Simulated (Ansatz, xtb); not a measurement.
Isomers of H3B2N. All species are isolated molecules in the gas phase. One relaxed conformer stands for each flexible species; it need not be the lowest. Strings in code marks are SMILES.

Quantity: electronic energy of isomers of H3B2N relative to `B=NB`, in kcal/mol. The DFT solution of `B=BN` is unstable or spin-contaminated; the geometry comes from it. The restricted reference of `B=BN` is unstable towards unrestricted orbitals.

Level 1: composite: frozen-core CCSD(T) with HF/cc-pVQZ and the correlation energy extrapolated as X^-3 from cc-pVTZ and cc-pVQZ, plus CCSDT(Q) minus CCSD(T) in cc-pVDZ // B3LYP-D3(BJ)/def2-TZVP (Ansatz, an electronic-structure program)
Level 2: HSE06/cc-pVTZ // B3LYP-D3(BJ)/def2-TZVP (Ansatz)
Level 3: PBE/cc-pVTZ // B3LYP-D3(BJ)/def2-TZVP (Ansatz)
Level 4: GFN2-xTB (xtb)

```csv
species,level 1,level 2,level 3,level 4
`B=BN`,68.4,66.0,65.4,85.1
`BB=N`,26.3,26.8,26.1,35.7
```
